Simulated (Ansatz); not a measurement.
C₂H₆AlBr, SMILES `[CH3][Al]([CH3])[Br]` with one electron removed (charge 1, multiplicity 2), frozen-core CCSD(T)/cc-pVTZ // B3LYP-D3(BJ)/def2-TZVP (Ansatz, a first-principles code). The run hit its time limit unfinished.

Ansatz 0.2 input:
```yaml
crystal:
  periodic: [false, false, false]
  atoms:
    - { symbol: C, position_ang: [1.759573, -0.037872, 0.048821] }
    - { symbol: Al, position_ang: [-0.088297, 0.566495, -0.033406] }
    - { symbol: C, position_ang: [-1.675708, -0.558981, -0.04859] }
    - { symbol: Br, position_ang: [-0.417677, 2.828784, -0.072098] }
    - { symbol: H, position_ang: [2.347574, 0.395948, -0.764274] }
    - { symbol: H, position_ang: [1.84713, -1.124802, -0.007432] }
    - { symbol: H, position_ang: [2.228565, 0.291045, 0.980665] }
    - { symbol: H, position_ang: [-2.496771, -0.096826, -0.599495] }
    - { symbol: H, position_ang: [-1.475409, -1.542864, -0.479325] }
    - { symbol: H, position_ang: [-2.02898, -0.720928, 0.975135] }
basis:
  gaussian: { orbitals: cc-pVTZ }
correlation:
  method: ccsd_t
total_charge: 1
magnetization:
  spin_polarized: true
  initial_magnetization: 1
```

The last lines of the output:

```
mean field evaluation 96: about -78733.1828 eV, gradient 6.1e-2 eV
mean field evaluation 128: about -78732.8759 eV, gradient 9.1e-3 eV
mean field evaluation 160: about -78731.5161 eV, gradient 4.4e0 eV
mean field evaluation 192: about -78732.8757 eV, gradient 1.1e-1 eV
mean field evaluation 224: about -78731.8369 eV, gradient 2.5e0 eV
mean field evaluation 256: about -78728.2550 eV, gradient 2.2e0 eV
mean field evaluation 288: about -78729.5176 eV, gradient 3.3e0 eV
mean field -78733.18311285 eV, -2893.3911121291 hartree, gradient 2.2e-6 eV, S^2 0.830087; 16 other end points of the search recorded, 0 dependent functions left out
determinant -78733.18311285 eV, -2893.3911121291 hartree, with singles and doubles -78751.81214054 eV, -2894.0757162694 hartree
determinant -78733.16948982 eV, -2893.3906114918 hartree, with singles and doubles -78751.80682309 eV, -2894.0755208565 hartree
determinant -78732.99143499 eV, -2893.3840680977 hartree, with singles and doubles -78751.90470418 eV, -2894.0791179206 hartree
determinant -78732.87585963 eV, -2893.3798207812 hartree, with singles and doubles -78751.09039003 eV, -2894.0491924275 hartree
determinant -78731.93448369 eV, -2893.3452258536 hartree, with singles and doubles -78750.55352469 eV, -2894.0294629901 hartree
determinant -78733.18311285 eV, -2893.3911121291 hartree, with singles and doubles -78751.63098086 eV, -2894.0690587739 hartree
determinant -78733.16948982 eV, -2893.3906114918 hartree, with singles and doubles -78751.58233383 eV, -2894.0672710287 hartree
determinant -78732.99143499 eV, -2893.3840680977 hartree, with singles and doubles -78751.70136733 eV, -2894.0716454291 hartree
determinant -78733.18311285 eV, -2893.3911121291 hartree, with singles and doubles -78751.68650032 eV, -2894.0710990764 hartree
determinant -78733.16948982 eV, -2893.3906114918 hartree, with singles and doubles -78751.66583741 eV, -2894.0703397284 hartree
determinant -78732.99143499 eV, -2893.3840680977 hartree, with singles and doubles -78751.70458378 eV, -2894.0717636312 hartree
mean field evaluation 320: about -78732.9914 eV, gradient 2.7e-5 eV
16 core orbitals not correlated
reference -78732.99143500 eV, -2893.3840680977 hartree; 17, 16 occupied and 188, 189 virtual orbitals, 1280 factors
second order -17.49322117 eV of doubles, -0.00000000 eV of singles
```
